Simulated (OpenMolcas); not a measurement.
## Ionisation energies of technetium

```yaml
Program: OpenMolcas 26.06
Basis: ANO-R2 [7s5p4d2f1g]
Scalar_Hamiltonian: X2C, finite nucleus
Spin-orbit_coupling: state interaction with AMFI integrals over the reference wave functions, term energies averaged over their components
```

Active shells in each charge state: the valence d, s shells, with orbitals averaged over the low states. Where CASPT2's correlated closed shells are named, they are those of the first ion.

A. CASSCF
B. SS-CASPT2, IPEA 0.25 Eh, imaginary shift 0.1 Eh (closed shells correlated: 4s 4p)
C. SS-CASPT2, IPEA 0.25 Eh, imaginary shift 0.1 Eh (closed shells correlated: 3d 4s 4p)
D. SS-CASPT2, IPEA 0 Eh, imaginary shift 0.1 Eh (closed shells correlated: 4s 4p)

Energies in eV between the lowest computed levels, named as in B; reference values from the NIST Atomic Spectra Database with their kind.

| From | To | A | B | C | D | Spin-orbit share in B | Reference |
| --- | --- | --- | --- | --- | --- | --- | --- |
| Tc 4d⁵ 5s² ⁶S_5/2 | Tc+ 4d⁵ 5s ⁷S₃ | 4.739 | 7.223 | 7.237 | 7.350 | +0.000 | 7.119 (measured) |
| Tc+ 4d⁵ 5s ⁷S₃ | Tc2+ 4d⁵ ⁶S_5/2 | 14.242 | 15.242 | 15.260 | 15.360 | +0.000 | 15.260 (semi-empirical) |

Other lowest levels: A, Tc 4d⁶ 5s ⁶D_9/2 to 4d⁵ 5s ⁷S₃.

Error against the reference values, in %:

```json
{"From": "Tc", "Reference": "measured", "A": "-33.4", "B": "+1.5", "C": "+1.7", "D": "+3.2"}
{"From": "Tc+", "Reference": "semi-empirical", "A": "-6.7", "B": "-0.1", "C": "0", "D": "+0.7"}
```

Absolute error against the one measured value: A 2.38 eV, B 0.10 eV, C 0.12 eV, D 0.23 eV.

The lowest level within the active space need not be the ion's true ground level.
